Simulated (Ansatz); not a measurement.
```yaml
crystal:
  periodic: [false, false, false]
  atoms:
    - {symbol: Sn, position_ang: [0.316999, 0.487836, 0.210827]}
    - {symbol: C, position_ang: [0.015144, -0.137100, 2.354684]}
    - {symbol: F, position_ang: [-1.155632, -0.769998, 2.408094]}
    - {symbol: F, position_ang: [-0.014473, 0.928254, 3.136122]}
    - {symbol: F, position_ang: [0.982779, -0.955228, 2.732384]}
    - {symbol: C, position_ang: [2.177595, -0.145452, -0.896743]}
    - {symbol: F, position_ang: [3.248900, 0.370334, -0.321636]}
    - {symbol: F, position_ang: [2.100930, 0.244631, -2.157768]}
    - {symbol: F, position_ang: [2.225609, -1.474832, -0.838947]}
    - {symbol: C, position_ang: [-1.153970, 1.911725, -0.731709]}
    - {symbol: F, position_ang: [-2.259763, 1.936307, -0.002472]}
    - {symbol: F, position_ang: [-1.429597, 1.450018, -1.948903]}
    - {symbol: F, position_ang: [-0.633329, 3.123074, -0.813642]}
    - {symbol: C, position_ang: [-0.986617, -1.558183, -0.699501]}
    - {symbol: F, position_ang: [-0.571158, -2.547615, 0.025685]}
    - {symbol: F, position_ang: [-0.635058, -1.623248, -1.945232]}
    - {symbol: F, position_ang: [-2.228361, -1.240543, -0.511233]}
basis:
  gaussian: {orbitals: def2-TZVP, initial_orbitals: start.molden}
total_charge: 1
magnetization: {spin_polarized: true, initial_magnetization: 1}
hamiltonian: {xc: pbe0, dispersion: d4}
scf: {omitted_lower_state_checks: [starts]}
output: {orbitals: {seedname: orbitals}}
```

The file start.molden holds the orbitals of an earlier run on this structure, at another level or in another basis.

```sh
$ ansatz run in.yaml --threads 4 --pin off --events-out ev --progress --plain --max-ram 6963MiB
```

Does this run fit into the memory that it is given?

No. It has 546 basis functions, and Ansatz plans for 11 GiB where 7 GiB are given.
